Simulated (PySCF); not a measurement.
C3H9AlO. Atoms are numbered in the order given.

```xyz
14

Al    -0.4496     1.1989     0.5802
H     -2.0127     1.2915     0.8538
O      0.5458     2.5199     1.0184
H      0.2458     3.3384     1.4241
C      0.4389    -0.3408    -0.2379
C     -0.4540    -1.5462    -0.5751
C      0.3042    -2.7088    -1.2178
H      1.2617    -0.6528     0.4346
H      0.9536     0.0163    -1.1517
H     -0.9590    -1.9060     0.3401
H     -1.2709    -1.2304    -1.2494
H      0.7854    -2.3940    -2.1590
H     -0.3620    -3.5567    -1.4475
H      1.1010    -3.0777    -0.5503
```
Charge 0, spin multiplicity 1.

Geometry: B3LYP-D3(BJ)/def2-SVP. Other conformers were not sampled.

Calculation: KT2/pcSseg-1 (PySCF).

GIAO shieldings, no solvent; atoms alike by connectivity are averaged. δ = σ(ref) − σ: ¹H against TMS (σ = 31.47 ppm); ¹⁷O against H2O (σ = 330.4 ppm); ¹³C against TMS (σ = 185.1 ppm), references at their B3LYP-D3(BJ)/def2-TZVP geometries, non-relativistic.

**Question.** Estimate the chemical shifts. (An estimate is asked for; the answer gives what the named calculation found.)

**Answer.** 
```csv
nucleus,atoms,count,δ (ppm)
¹H,H2,1,5.31
¹H,H4,1,3.63
¹H,"H10, H11",2,1.71
¹H,"H12, H13, H14",3,1.35
¹H,"H8, H9",2,0.59
¹⁷O,O3,1,96.5
¹³C,C6,1,24.7
¹³C,C7,1,24.6
¹³C,C5,1,16.0
```
